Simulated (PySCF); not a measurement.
## Spinor energies of Rb (rubidium, neutral)

Start: [Kr] 5s1; 5s1/2 filled at m_j = +1/2. Calculated with PySCF 2.14 in x2c-QZVPPall-2c (13s12p8d3f2g, 128 functions): generalised Hartree-Fock with the X2C-1e Hamiltonian and a Gaussian nucleus; one run each with spin-orbit coupling (SO) switched off, then screened by Boettger's factors.

```
spinor shell  electrons  ε, spin-free (eV)  ε, screened SO (eV)  weight of nominal j (screened SO)  rms radius, screened SO (bohr)
       1s1/2          2           -15287.2             -15286.7                              1.000                          0.0464
       2s1/2          2            -2108.1              -2108.0                              1.000                           0.192
       2p1/2          2            -1863.2              -1905.1                              1.000                           0.169
       3s1/2          2            -341.66              -341.62                              1.000                           0.543
       3p1/2          2            -260.59              -267.19                              1.000                           0.551
       3p3/2          4            -260.59              -257.44                              1.000                           0.561
       3d3/2          4            -126.28              -127.25                              1.000                           0.575
       3d5/2          6            -126.28              -125.60                              1.000                           0.579
       4s1/2          2            -42.603              -42.597                              1.000                            1.57
       4p1/2          2            -21.974              -22.649                              1.000                            1.83
       4p3/2          4            -21.974              -21.651                              1.000                            1.87
       5s1/2          1             -3.815               -3.815                              1.000                            5.89
```

(1) Where does 2p3/2 lie, and what is the 2p spin-orbit splitting (screened SO)?

```json
{"quantity": "E (hartree)", "spin-free": "-2979.04266", "screened SO": "-2979.25229"}
{"quantity": "M_J", "spin-free": "1/2", "screened SO": "1/2"}
{"quantity": "⟨J²⟩", "spin-free": "0.750", "screened SO": "0.750"}
{"quantity": "⟨L²⟩", "spin-free": "0.000", "screened SO": "0.006"}
{"quantity": "⟨S²⟩", "spin-free": "0.750", "screened SO": "0.756"}
```

Breit and QED terms are absent; they matter most for the inner s and p1/2 levels.

Densities and radii are taken from the X2C orbitals without a picture-change correction, which distorts them close to the nucleus.

Without spin-orbit coupling the j labels of p, d and f shells carry no meaning; the spin-free column gives the mean over the occupied spinors of each nl shell.

Results:

(1) At -1843.2 eV, 61.833 eV above 2p1/2.
